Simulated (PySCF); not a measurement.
# Gas-phase XPS of `CO[C@@]1(F)C=COCC1`, computed

Species: C₆H₉FO₂.
SMILES with atom numbers: `[CH3:1][O:2][C@@:3]1([F:4])[CH:5]=[CH:6][O:7][CH2:8][CH2:9]1`

Computed with PySCF, delta-SCF UKS SCAN, pcX-2 on the ionised atom, pcseg-1 elsewhere, spin-free X2C. Binding energies are ΔSCF values: E(core-ionised, relaxed orbitals) − E(ground state) at a fixed geometry, referred to the vacuum level.

Question: Give the core binding energies atom by atom.

Answer: 
| atom(s) | bonded to | level | binding energy (eV) | above the level's lowest (eV) | count |
| --- | --- | --- | --- | --- | --- |
| C5 | C (double bond), C and H | C 1s | 289.98 | 0.00 | 1 |
| C9 | 2 C and 2 H | C 1s | 291.07 | +1.09 | 1 |
| C6 | O, C (double bond) and H | C 1s | 292.12 | +2.14 | 1 |
| C1 | O and 3 H | C 1s | 292.28 | +2.30 | 1 |
| C8 | O, C and 2 H | C 1s | 292.55 | +2.57 | 1 |
| C3 | F, O and 2 C | C 1s | 294.20 | +4.22 | 1 |
| O2 | 2 C | O 1s | 538.69 | 0.00 | 1 |
| O7 | 2 C | O 1s | 539.11 | +0.42 | 1 |
| F4 | C | F 1s | 691.64 | 0.00 | 1 |

The listed C 1s values span 4.22 eV, from C5 (bonded to C (double bond), C and H) to C3 (bonded to F, O and 2 C). Summing the Pauling electronegativity differences to the bonded atoms, each weighted by its formal bond order, gives -0.35 for the lowest site and +2.32 for the highest; no listed site has a larger sum than the highest. The smallest sum, -0.70, belongs to C9, 1.09 eV above the lowest.

Lowest listed O 1s: O2, bonded to 2 C. Highest, 0.42 eV above it: O7, bonded to 2 C.

Question: Which effective nuclear charge Zeff reproduces each element's mean 1s value in the hydrogen-like formula E = 13.606 eV × Zeff²?

Answer: C (Z = 6): mean 292.0 eV, Zeff = 4.63, Z − Zeff = 1.37; O (Z = 8): mean 538.9 eV, Zeff = 6.29, Z − Zeff = 1.71; F (Z = 9): mean 691.6 eV, Zeff = 7.13, Z − Zeff = 1.87. Means run over the listed sites, weighted by atom count.

The structure is a single PBE0-D3(BJ)/def2-SVP conformer in the gas phase; no vibrational or solvent corrections.

The run took 1.8 min wall on an Intel Xeon 6975P-C with one thread, shared host with 192 logical CPUs at a one-minute load of 18, and the process peaked at 0.74 GiB of memory.
